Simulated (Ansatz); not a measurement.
A nudged elastic band was laid between two geometries of AlH7O2Sn (11 atoms, charge 0, multiplicity 1).

Level of theory: RKS B3LYP/def2-SVP in Ansatz 0.2.0.

```
movable images  : 5
climbing image  : yes
spring          : 5.0 eV/Å²
optimiser       : quadratic models (default)
start path      : through a guess of the saddle point
force threshold : 0.03 eV/Å
iteration limit : 55
end points      : relaxed
```

First end point:

```xyz
11
Properties=species:S:1:pos:R:3
Sn -0.063 0.159 0.259
H 0.424 -0.099 1.886
H 1.223 -0.459 -0.744
H -0.422 1.751 -0.261
O -1.339 -1.322 -0.664
H -1.059 -1.725 -1.495
O -2.233 0.080 1.140
Al -3.028 -1.219 0.131
H -3.365 -2.503 1.015
H -4.063 -0.684 -0.952
H -2.301 0.082 2.102
```

Last end point:

```xyz
11
Properties=species:S:1:pos:R:3
Sn -0.272 -0.169 -0.496
H -0.799 1.073 3.270
H 0.965 -0.994 0.365
H -0.091 1.501 -0.797
O -0.566 -0.966 -2.302
H -0.689 -1.925 -2.272
O -1.964 -0.451 0.504
Al -3.434 -1.318 0.470
H -3.546 -2.631 -0.418
H -4.621 -0.796 1.374
H -1.208 0.737 2.720
```

Q: Which bonds break or form, and what moves?

A: Bonds broken: Sn1–H2, O5–Al8, O7–H11. Bonds formed: H2–H11. AlH7O2Sn becomes AlH5O2Sn + H2.

Q: What energy profile does the band end with?

A: It did not converge within its limit. The highest image is number 2 of 0 to 6, 2.81 eV above the first end and 1.31 eV above the last; the last end lies 1.50 eV above the first. The band didn't meet its force threshold, so its energies are provisional: the largest band force was still 0.07 eV/Å, and over the last iterations the top stayed at 2.81 eV. Neighbouring images lie up to 3.3 Å apart, so the band is torn or far too coarse. The orbitals stay closed-shell, which can raise the energy where a bond breaks towards radicals; this wasn't checked here.

```csv
image,path coordinate (Å),energy (eV),Sn1–H2 (Å),O5–Al8 (Å),O7–H11 (Å)
0,0.00,0.00,1.72,1.87,0.97
1,3.25,0.09,1.74,1.85,0.97
2,6.51,2.81,2.10,3.65,1.20
3,8.29,1.51,3.51,4.01,2.47
4,10.08,1.52,3.69,4.11,2.56
5,11.85,1.51,4.19,4.13,2.67
6,13.61,1.50,4.00,4.00,2.63
```

The run took 26 min on 2 threads of Intel(R) Xeon(R) Platinum 8175M CPU @ 2.50GHz (Skylake/Cascade Lake) (shared host), peak memory 0.29 GiB.
